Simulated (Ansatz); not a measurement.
Gas-phase electronic energies from Ansatz, PBE0-D4/def2-TZVP geometries. CCSD(T)/CBS adds triple-zeta CCSD(T) − MP2 to the extrapolated MP2 energy (def2 sets, frozen cores). Functionals use def2-TZVPP. Elements past krypton have def2 core potentials. For Br, Se, Zr outer-core shells are correlated without core-valence functions, which leaves a few kJ/mol of doubt a bond. Scalar relativity is left out up to krypton. One conformer a species, not always the lowest.

Reaction (ligand exchange at a Zr–Se bond): `[Cl][Zr]([Cl])([Cl])[SeH]` + HBr → `[Cl][Zr]([Cl])([Cl])[Br]` + H₂Se

`[Cl][Zr]([Cl])([Cl])[SeH]`:

Cartesian coordinates in Å:
```
Cl -1.927 -0.519 1.371
Zr -0.283 0.456 0.053
Cl -1.164 1.944 -1.484
Cl 1.284 1.458 1.444
Se 0.862 -1.351 -1.332
H 1.228 -1.988 -0.052
```

HBr:

Z-matrix (Å, degrees):
```
Br
H 1 1.420
```

`[Cl][Zr]([Cl])([Cl])[Br]`:

Z-matrix (Å, degrees):
```
Zr
Cl 1 2.314
Cl 1 2.314 2 109.4
Br 1 2.472 2 109.5 3 120.1
Cl 1 2.314 2 109.4 3 -119.9
```

H₂Se:

Cartesian coordinates in Å:
```
Se 0.060 -0.639 -0.236
H 0.889 0.568 -0.320
H -0.949 0.072 0.556
```

| species | r2SCAN0 energy (Eh) |
| --- | --- |
| `[Cl][Zr]([Cl])([Cl])[SeH]` | -3830.02144 |
| HBr | -2574.74029 |
| `[Cl][Zr]([Cl])([Cl])[Br]` | -4002.05683 |
| H₂Se | -2402.72853 |

Q: Work out ΔE.

A: ΔE = (-4002.05683) + (-2402.72853) − (-3830.02144) − (-2574.74029) = -0.02363 Eh = -14.8 kcal/mol. CCSD(T)/CBS gives -14.1 kcal/mol.

Largest T1 diagnostic among the species: 0.015.

From BLYP to BHLYP (50 % exact exchange), in def2-TZVPP and without D4, ΔE moves by −1.2 kcal/mol. Leaving LDA and LC-ωPBE aside and taking each functional with its dispersion term where it has one, the values, not all of them listed here, spread over 2.1 kcal/mol, from B97M-V to PBE-D4.
